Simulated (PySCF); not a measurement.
## RuS₃: fields on a plane

Method: PBE0/[Ru def2-SVP with ECP28, S def2-SVP], scalar-relativistic core potentials, density fitting, no spin–orbit coupling, PySCF.

The singlet minimum has Ru–S 2.051 Å (×3); S–Ru–S 120.0° (×3).

The plane holds Ru1 at (0.00, 0.00), S2 at (2.05, 0.00), S3 at (-1.03, 1.78), S4 at (-1.03, -1.78) Å. Columns run from x = -3.15 to 4.35 Å, rows from y = 4.05 (top) to -3.75 Å, in steps of 0.3 Å. Other isomers or separated fragments may lie lower. Core electrons replaced by a potential are absent, the electrostatic potential uses the reduced nuclear charge, and values within about 0.7 Å of such atoms have no physical meaning.

Problem. Give the electron density (e/Å³) (cut at 5 e/Å³). Every second row and column.

Solution. 
```
0.00 0.00 0.00 0.00 0.00 0.00 0.00 0.00 0.00 0.00 0.00 0.00 0.00
0.00 0.00 0.02 0.04 0.04 0.02 0.01 0.00 0.00 0.00 0.00 0.00 0.00
0.00 0.02 0.10 0.30 0.33 0.12 0.03 0.00 0.00 0.00 0.00 0.00 0.00
0.01 0.06 0.42 1.42 1.53 0.52 0.08 0.01 0.01 0.01 0.00 0.00 0.00
0.01 0.07 0.62 5.00 5.00 0.81 0.14 0.05 0.05 0.05 0.03 0.01 0.00
0.01 0.05 0.28 0.99 1.26 0.82 0.32 0.20 0.36 0.40 0.15 0.03 0.00
0.00 0.02 0.08 0.25 1.27 5.00 4.55 0.73 1.39 1.92 0.63 0.08 0.01
0.00 0.01 0.06 0.18 2.13 1.54 5.00 1.06 3.18 5.00 0.85 0.10 0.01
0.00 0.03 0.15 0.49 0.95 2.27 1.11 0.39 0.85 0.97 0.34 0.06 0.01
0.01 0.06 0.47 1.59 1.84 0.75 0.18 0.10 0.13 0.14 0.06 0.02 0.00
0.01 0.07 0.59 5.00 5.00 0.74 0.11 0.03 0.02 0.02 0.01 0.00 0.00
0.00 0.04 0.22 0.79 0.85 0.28 0.05 0.01 0.00 0.00 0.00 0.00 0.00
0.00 0.01 0.04 0.10 0.11 0.05 0.01 0.00 0.00 0.00 0.00 0.00 0.00
0.00 0.00 0.01 0.01 0.01 0.01 0.00 0.00 0.00 0.00 0.00 0.00 0.00
```

Problem. Give the electrostatic potential (V) (cut at 20 V). Lower edges of the bins (V): '0' -0.26, '1' -0.14, '2' 0.05, '3' 0.35, '4' 0.83, '5' 1.58, '6' 2.78, '7' 4.68, '8' 7.68, '9' 12.45; top 20.0.

Solution. 
```
22222222111111111111111111
22222222221111111111111111
22222333322110001111111111
22233455543100000011111111
22235677764310000001111111
12346899986420000000111111
12358999998531000000111111
12468999999642100001111111
12368999999754322222211111
11358999999766544554322211
00246899999987667776543222
00135689999999889999754222
00013578999999999999964322
00013579999999999999975322
00013579999999999999975322
00013578999999999999964322
00135689999999889999754222
00246899999987667776543222
11358999999766544554322211
12368999999754322222211111
12468999999642100001111111
12358999998531000000111111
12346899986420000000111111
22235677764310000001111111
22233455543100000011111111
22222333322110001111111111
22222222221111111111111111
```
